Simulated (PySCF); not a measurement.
Ge⁻ (germanium, charge -1) across methods

[Ar] 3d10 4s2 4p3, high-spin 4S determinant. All numbers are calculated (PySCF 2.14, no relativity, point nucleus, in def2-QZVPPD (12s7p5d4f1g, 95 functions)). The B2PLYP total includes its PT2 part (frozen core); its orbital energies are those of the SCF part.

```tsv
method	E (hartree)	mean ε 4s α (eV)	mean ε 4s β (eV)	mean ε 4p α (eV)	Σ⟨r²⟩ (bohr²)	⟨S²⟩
UHF	-2075.39156	-10.993	-5.738	-1.425	60.16	3.752
r2SCAN	-2077.001	-5.746	-3.483	1.363	59.47	3.751
PBE	-2076.696	-5.116	-3.418	1.664	59.99	3.751
B3LYP	-2077.055	-6.360	-4.374	1.117	59.88	3.750
LDA	-2073.862	-5.279	-3.763	1.604	60.10	3.751
BP86	-2077.280	-5.257	-3.675	1.567	60.18	3.751
PBE0	-2076.747	-6.750	-4.263	0.778	59.51	3.751
wB97X	-2077.034	-9.474	-6.854	-1.012	58.67	3.752
```

**Question.** Estimate the same row for B2PLYP.

**Answer.** E (hartree) = -2076.593; mean ε 4s α (eV) = -8.245; mean ε 4s β (eV) = -5.027; mean ε 4p α (eV) = 0.151; Σ⟨r²⟩ (bohr²) = 59.82; ⟨S²⟩ = 3.751.

The highest occupied level is positive at r2SCAN, PBE, B2PLYP, B3LYP, LDA, BP86, PBE0: only the finite basis holds that electron, which in a density functional comes from self-interaction.
